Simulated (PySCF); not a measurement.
CH$_{5}$BO$_{3}$ (SMILES COB(O)O), singlet, at a GFN2-xTB geometry. Base run: PBE0/6-31G*, polarisability (PySCF).

Here is a job for PySCF.
```python
from pyscf import gto, scf, dft
from pyscf.prop import polarizability

mol = gto.M(
    atom='''
B     0.01418998    0.02814444    0.50381150
O    -0.21440423   -0.55518038    1.71404321
H    -0.00020355   -0.03296419    2.48579483
O     0.52346110    1.29534987    0.35617885
H     0.71294341    1.77494457    1.16047888
O    -0.29856168   -0.71619977   -0.57514783
C    -0.11128416   -0.26471109   -1.89907019
H     0.74936553   -0.78025390   -2.33212961
H    -1.00790193   -0.51803087   -2.46717458
H     0.05859022    0.81209099   -1.93219955
''',
    basis='6-31g*',
    verbose=3,
)

mf = dft.RKS(mol)
mf.xc = 'pbe0'
mf.kernel()
alpha = mf.Polarizability().polarizability()[2, 2]
print('alpha_zz =', alpha)
```

Variants of this job, named by their change:

```json
[
 {"change": "base", "alpha_zz (bohr³)": "39.25", "basis functions": "80", "core-seconds (rough)": "20"},
 {"change": "functional = lda,vwn", "alpha_zz (bohr³)": "___", "basis functions": "80", "core-seconds (rough)": "10"},
 {"change": "basis = def2-SVP", "alpha_zz (bohr³)": "39.73", "basis functions": "95", "core-seconds (rough)": "30"},
 {"change": "finite field (a.u.) = 0.02; conv_tol = 1e-11", "alpha_zz (bohr³)": "39.35", "basis functions": "80", "core-seconds (rough)": "20"},
 {"change": "finite field (a.u.) = 0.05; conv_tol = 1e-11", "alpha_zz (bohr³)": "40.00", "basis functions": "80", "core-seconds (rough)": "20"},
 {"change": "finite field (a.u.) = 2e-4; conv_tol = 1e-11", "alpha_zz (bohr³)": "39.25", "basis functions": "80", "core-seconds (rough)": "20"},
 {"change": "basis = STO-3G", "alpha_zz (bohr³)": "28.89", "basis functions": "30", "core-seconds (rough)": "8"},
 {"change": "basis = 6-31G", "alpha_zz (bohr³)": "38.78", "basis functions": "55", "core-seconds (rough)": "10"},
 {"change": "finite field (a.u.) = 0.001; conv_tol = 1e-11", "alpha_zz (bohr³)": "39.25", "basis functions": "80", "core-seconds (rough)": "10"},
 {"change": "functional = hf", "alpha_zz (bohr³)": "34.96", "basis functions": "80", "core-seconds (rough)": "4"},
 {"change": "finite field (a.u.) = 0.005; conv_tol = 1e-11", "alpha_zz (bohr³)": "39.25", "basis functions": "80", "core-seconds (rough)": "20"},
 {"change": "basis = 6-31+G*", "alpha_zz (bohr³)": "___", "basis functions": "___", "core-seconds (rough)": "30"}
]
```

Complete the blanks.


- functional = lda,vwn, alpha_zz (bohr³): 41.81
- basis = 6-31+G*, alpha_zz (bohr³): 43.21
- basis = 6-31+G*, basis functions: 100

Finite-field rows take the second difference of the energy in a field along z; a small field with loose convergence shows SCF noise divided by the square of the field, and a large one adds hyperpolarisability.
